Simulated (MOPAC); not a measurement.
Job for MOPAC: PM3 on C3H7N (a complex), monomers drawn apart or pushed together.

```
PM3 1SCF PRECISE CHARGE=0 THREADS=1
C3H7N

C     -0.65061802 1     0.13229705 1     0.32227154 1
N      0.47092817 1     0.11114744 1     0.08739268 1
H     -1.69294343 1     0.15183990 1     0.54699430 1
C     -0.59832801 1    -0.09314289 1     6.61069725 1
C      0.92575996 1    -0.12660885 1     6.67088178 1
H     -0.99093433 1    -0.94911750 1     6.05668845 1
H     -0.95465948 1     0.81637054 1     6.12122266 1
H     -1.04005654 1    -0.12050248 1     7.60883524 1
H      1.28047478 1    -1.03357248 1     7.16425156 1
H      1.31670498 1     0.72679871 1     7.22828177 1
H      1.36168423 1    -0.09929991 1     5.67140001 1
```

It printed:

```
*******************************************************************************
 **                                                                           **
 **                              MOPAC v23.2.5                                **
 **                                                                           **
 *******************************************************************************
 ** MOPAC's Digital Object Identifier: https://doi.org/10.5281/zenodo.6511958 **
 **                                                                           **
 ** Please cite the open-source release paper for use of this MOPAC version:  **
 ** J. E. Moussa and J. J. P. Stewart (2026)                                  **
 ** MOPAC: An open-source semiempirical molecular orbital program             **
 ** J. Open Source Softw., 11(119), 8025, https://doi.org/10.21105/joss.08025 **
 *******************************************************************************

                              PM3 CALCULATION RESULTS

 *******************************************************************************
 *  PM3        - The PM3 Hamiltonian to be used
 *
 *
 *
 *                 CHARGE ON SYSTEM = 0
 *
 *
 *
 *  PRECISE    - TIGHTER CRITERIA TO BE USED
 *  1SCF       - DO 1 SCF AND THEN STOP
 *  THREADS=1  - MULTI-THREADING NOT USED
 *  T=         - A TIME OF 172800.0 SECONDS REQUESTED
 *  DUMP=N     - RESTART FILE WRITTEN EVERY 7200.0 SECONDS REQUESTED
 *******************************************************************************
PM3 1SCF PRECISE CHARGE=0 THREADS=1
 C3H7N

   ATOM   CHEMICAL          X               Y               Z
  NUMBER   SYMBOL      (ANGSTROMS)     (ANGSTROMS)     (ANGSTROMS)

     1       C         -0.65061802  *   0.13229705  *   0.32227154  *
     2       N          0.47092817  *   0.11114744  *   0.08739268  *
     3       H         -1.69294343  *   0.15183990  *   0.54699430  *
     4       C         -0.59832801  *  -0.09314289  *   6.61069725  *
     5       C          0.92575996  *  -0.12660885  *   6.67088178  *
     6       H         -0.99093433  *  -0.94911750  *   6.05668845  *
     7       H         -0.95465948  *   0.81637054  *   6.12122266  *
     8       H         -1.04005654  *  -0.12050248  *   7.60883524  *
     9       H          1.28047478  *  -1.03357248  *   7.16425156  *
    10       H          1.31670498  *   0.72679871  *   7.22828177  *
    11       H          1.36168423  *  -0.09929991  *   5.67140001  *



          CARTESIAN COORDINATES

    NO.       ATOM           X           Y           Z

     1         C         -0.6506      0.1323      0.3223
     2         N          0.4709      0.1111      0.0874
     3         H         -1.6929      0.1518      0.5470
     4         C         -0.5983     -0.0931      6.6107
     5         C          0.9258     -0.1266      6.6709
     6         H         -0.9909     -0.9491      6.0567
     7         H         -0.9547      0.8164      6.1212
     8         H         -1.0401     -0.1205      7.6088
     9         H          1.2805     -1.0336      7.1643
    10         H          1.3167      0.7268      7.2283
    11         H          1.3617     -0.0993      5.6714

  H: (PM3): J. J. P. STEWART, J. COMP. CHEM. 10, 209 (1989).
  C: (PM3): J. J. P. STEWART, J. COMP. CHEM. 10, 209 (1989).
  N: (PM3): J. J. P. STEWART, J. COMP. CHEM. 10, 209 (1989).

           Empirical Formula: C3 H7 N  =    11 atoms



      MOLECULAR POINT GROUP   :   Cs


      RHF CALCULATION, NO. OF DOUBLY OCCUPIED LEVELS = 12


 -------------------------------------------------------------------------------
 PM3 1SCF PRECISE CHARGE=0 THREADS=1
 C3H7N



     1SCF WAS SPECIFIED, SO BFGS WAS NOT USED
     SCF FIELD WAS ACHIEVED


                              PM3 CALCULATION
                                                       MOPAC v23.2.5 Linux




          FINAL HEAT OF FORMATION =         15.16407 KCAL/MOL =      63.44647 KJ/MOL


          COSMO AREA              =        137.93 SQUARE ANGSTROMS
          COSMO VOLUME            =        101.26 CUBIC ANGSTROMS

          IONIZATION POTENTIAL    =         12.085838 EV
          HOMO LUMO ENERGIES (EV) =        -12.086  1.531
          NO. OF FILLED LEVELS    =         12
          MOLECULAR WEIGHT        =         57.0950         POINT GROUP:  Cs

          MOLECULAR DIMENSIONS (Angstroms)

            Atom       Atom       Distance
            H     8    N     2     7.67521
            H     3    H     9     4.33695
            H    10    H     6     2.22852


          SCF CALCULATIONS        =          1





   ATOM   CHEMICAL          X               Y               Z
  NUMBER   SYMBOL      (ANGSTROMS)     (ANGSTROMS)     (ANGSTROMS)

     1       C         -0.65061802  *   0.13229705  *   0.32227154  *
     2       N          0.47092817  *   0.11114744  *   0.08739268  *
     3       H         -1.69294343  *   0.15183990  *   0.54699430  *
     4       C         -0.59832801  *  -0.09314289  *   6.61069725  *
     5       C          0.92575996  *  -0.12660885  *   6.67088178  *
     6       H         -0.99093433  *  -0.94911750  *   6.05668845  *
     7       H         -0.95465948  *   0.81637054  *   6.12122266  *
     8       H         -1.04005654  *  -0.12050248  *   7.60883524  *
     9       H          1.28047478  *  -1.03357248  *   7.16425156  *
    10       H          1.31670498  *   0.72679871  *   7.22828177  *
    11       H          1.36168423  *  -0.09929991  *   5.67140001  *

                             CARTESIAN COORDINATES

   1    C       -0.650618020     0.132297050     0.322271540
   2    N        0.470928170     0.111147440     0.087392680
   3    H       -1.692943430     0.151839900     0.546994300
   4    C       -0.598328010    -0.093142890     6.610697250
   5    C        0.925759960    -0.126608850     6.670881780
   6    H       -0.990934330    -0.949117500     6.056688450
   7    H       -0.954659480     0.816370540     6.121222660
   8    H       -1.040056540    -0.120502480     7.608835240
   9    H        1.280474780    -1.033572480     7.164251560
  10    H        1.316704980     0.726798710     7.228281770
  11    H        1.361684230    -0.099299910     5.671400010


           Empirical Formula: C3 H7 N  =    11 atoms



      MOLECULAR POINT GROUP   :   Cs


                  EIGENVALUES
 -34.23949 -31.43145 -23.12343 -19.83670 -15.20578 -15.18888 -13.68982 -13.38731
 -13.38724 -12.59467 -12.09553 -12.08584   1.53112   1.53130   2.12558   3.83917
   4.06275   4.06491   4.33050   4.78792   4.90478   4.90907   6.51051


              NET ATOMIC CHARGES AND DIPOLE CONTRIBUTIONS

  ATOM NO.   TYPE          CHARGE      No. of ELECS.   s-Pop       p-Pop
    1          C          -0.160261        4.1603     1.27777     2.88249
    2          N          -0.065307        5.0653     1.74242     3.32289
    3          H           0.225568        0.7744     0.77443
    4          C          -0.104884        4.1049     1.13563     2.96925
    5          C          -0.105820        4.1058     1.13527     2.97055
    6          H           0.033685        0.9663     0.96631
    7          H           0.033657        0.9663     0.96634
    8          H           0.034939        0.9651     0.96506
    9          H           0.035677        0.9643     0.96432
   10          H           0.035682        0.9643     0.96432
   11          H           0.037065        0.9629     0.96294
 DIPOLE           X         Y         Z       TOTAL
 POINT-CHG.    -1.452     0.027     0.319     1.487
 HYBRID        -1.145     0.021     0.242     1.171
 SUM           -2.597     0.049     0.561     2.657


          ATOMIC ORBITAL ELECTRON POPULATIONS

     Atom    s        px        py        pz
    1  C   1.27777   0.97714   0.95212   0.95323
    2  N   1.74242   1.21920   1.04795   1.05573
    3  H   0.77443
    4  C   1.13563   0.95857   1.00394   1.00675
    5  C   1.13527   0.95546   1.00733   1.00777
    6  H   0.96631
    7  H   0.96634
    8  H   0.96506
    9  H   0.96432
   10  H   0.96432
   11  H   0.96294

 **********************
 *                    *
 * JOB ENDED NORMALLY *
 *                    *
 **********************




 == MOPAC DONE ==
```

The run finished.

Cost: roughly 0.03 core-seconds.
